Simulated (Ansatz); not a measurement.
Program: Ansatz. Geometries: PBE0-D4/def2-TZVP. ΔE: electronic, gas phase. CCSD(T)/CBS is the MP2 limit (def2-TZVPP, def2-QZVPP) plus CCSD(T) − MP2 in def2-TZVPP, frozen cores. This one scheme is used for every species. DFT in def2-TZVPP. For Br outer-core shells are correlated without core-valence functions, which leaves a few kJ/mol of doubt a bond. Scalar relativity is left out up to krypton. Each species was taken in one conformer, which may not be the lowest.

Reaction (formal hydrolysis of a C–B bond): `BC(=C)Br` + H₂O → `C=C(O)Br` + BH₃

| level | ΔE (eV) |
| --- | --- |
| BHLYP-D4 | 1.00 |
| SCS-MP2/def2-QZVPP | 1.06 |

(1) What does CCSD(T)/CBS give? (Estimate.)

Largest T1 diagnostic among the species: 0.010.

Answers

(1) The calculation gave: +1.10 eV. The listed levels differ from it by -0.10, -0.04 eV.

Leaving LDA and LC-ωPBE aside and taking each functional with its dispersion term where it has one, the values, not all of them listed here, spread over 0.09 eV, from ωB97X-V to PBE-QIDH. LDA lies −0.04 eV from PBE without D4. At CCSD(T), def2-SVP lies −0.23 eV from the extrapolated value and def2-TZVPP −0.06 eV.
